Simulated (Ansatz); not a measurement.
C3H10N (SMILES CC[NH2+]C), charge +1, singlet, at a GFN2-xTB geometry. Base run: CCSD(T)/pcseg-1 (Ansatz, a first-principles code).

The Ansatz input:
Ansatz 0.2 input:
```yaml
crystal:
  periodic: [false, false, false]
  atoms:
    - {symbol: C, position_ang: [1.21296475, -0.43505659, 1.05745699]}
    - {symbol: C, position_ang: [0.49340484, 0.73006851, 0.40560672]}
    - {symbol: N, position_ang: [-0.22912828, 0.30572748, -0.83364535]}
    - {symbol: C, position_ang: [-1.42679703, -0.52369353, -0.58580884]}
    - {symbol: H, position_ang: [1.90138003, -0.91149101, 0.36319589]}
    - {symbol: H, position_ang: [1.79585188, -0.06458150, 1.89576360]}
    - {symbol: H, position_ang: [0.52350240, -1.17871165, 1.44533444]}
    - {symbol: H, position_ang: [1.21504360, 1.49985744, 0.12601840]}
    - {symbol: H, position_ang: [-0.23433377, 1.16776361, 1.09065133]}
    - {symbol: H, position_ang: [0.42852521, -0.22443572, -1.42056931]}
    - {symbol: H, position_ang: [-0.51217892, 1.14132391, -1.35893829]}
    - {symbol: H, position_ang: [-2.12795182, 0.01940297, 0.04481675]}
    - {symbol: H, position_ang: [-1.91645003, -0.76834228, -1.52611082]}
    - {symbol: H, position_ang: [-1.14692605, -1.44878838, -0.08817373]}
basis:
  gaussian:
    orbitals: pcseg-1.json
total_charge: 1
magnetization: {spin_polarized: false}
correlation: {method: ccsd_t}
```
The basis file holds pcseg-1 in the JSON format of the Basis Set Exchange.

Each row names what was changed in the base input (with any setting that the change needs).

```tsv
change	ΔE vs base (kcal/mol)	MP2 correlation (Eh)	CC correlation without the perturbative part (Eh)	basis functions	core-seconds (rough)
base	0.000	-0.60914	-0.66503	106	10
electrons = all	-7.01	-0.62088	-0.67602	106	20
method = ccsd	10.89	-0.60914	-0.66503	106	8
reference functional = pbe0	1.01	-	-0.67705	106	20
method = bccd	11.23	-0.60914	-0.66449	106	8
accuracy = high	-0.001	-0.60914	-0.66503	106	40
method = mp2	45.96	-0.60914	-	106	1
diis_vectors = 4	0.000	-0.60914	-0.66503	106	10
diis_vectors = 2	0.000	-0.60914	-0.66503	106	20
fitting = cc-pVTZ-JKFIT (mean field), cc-pVTZ-RIFIT (correlation)	0.023	-0.60908	-0.66500	106	10
```
